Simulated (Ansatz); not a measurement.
Harmonic frequencies (cm⁻¹) at PBE0-D4/def2-TZVP from Ansatz: 25, 42, 103, 172, 188, 220, 267, 307, 361, 479, 504, 566, 586, 722, 780, 808, 830, 840, 879, 913, 936, 985, 2255, 2270, 2276, 3915, 3922.

Each molecule was computed in one conformer, which needn't be the lowest.

Task: Which molecule is it?
A. `O[SiH2][SiH](O)F`
B. `O[SiH](O)S[SiH2]Cl`
C. `C[N]([GeH3])[SiH2]F`
D. `O[SiH](F)[S][GeH3]`

Result: B.
